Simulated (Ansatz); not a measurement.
Reaction (cleavage of the Si–Si bond): `F[SiH](F)[SiH](Cl)Cl` + `[OH][GeH3]` → `F[SiH](F)[O][GeH3]` + dichlorosilane

Program: Ansatz. Geometries: PBE0-D4/def2-TZVP. ΔE: electronic, gas phase. CCSD(T)/CBS is the MP2 limit (def2-TZVPP, def2-QZVPP) plus CCSD(T) − MP2 in def2-TZVPP, frozen cores. Functionals use def2-TZVPP. For Ge outer-core shells are correlated without core-valence functions, which leaves a few kJ/mol of doubt a bond. Scalar relativity is left out up to krypton. Each species was taken in one conformer, which may not be the lowest.

| level | ΔE (kJ/mol) |
| --- | --- |
| LDA (SPW92) | -144.1 |
| PBE0 | -149.1 |

Problem. What does CCSD(T)/CBS give? (Best estimate.)

Solution. Computed: -166.3 kJ/mol. The listed levels differ from it by 22.2, 17.2 kJ/mol.

Largest T1 diagnostic among the species: 0.012.

At CCSD(T), def2-SVP lies −3.5 kJ/mol from the extrapolated value and def2-TZVPP −3.0 kJ/mol. From r2SCAN to r2SCAN0 (25 % exact exchange), in def2-TZVPP and without D4, ΔE moves by −6.7 kJ/mol. The D4 term adds +3.7 kJ/mol with B3LYP and +2.2 kJ/mol with PBE0; it sums over pairs of atoms, weighted by their polarisabilities, and B3LYP, whose exchange is more repulsive, gets the larger term.

B3LYP here is the variant with VWN-RPA as its local correlation; programs differ in this.
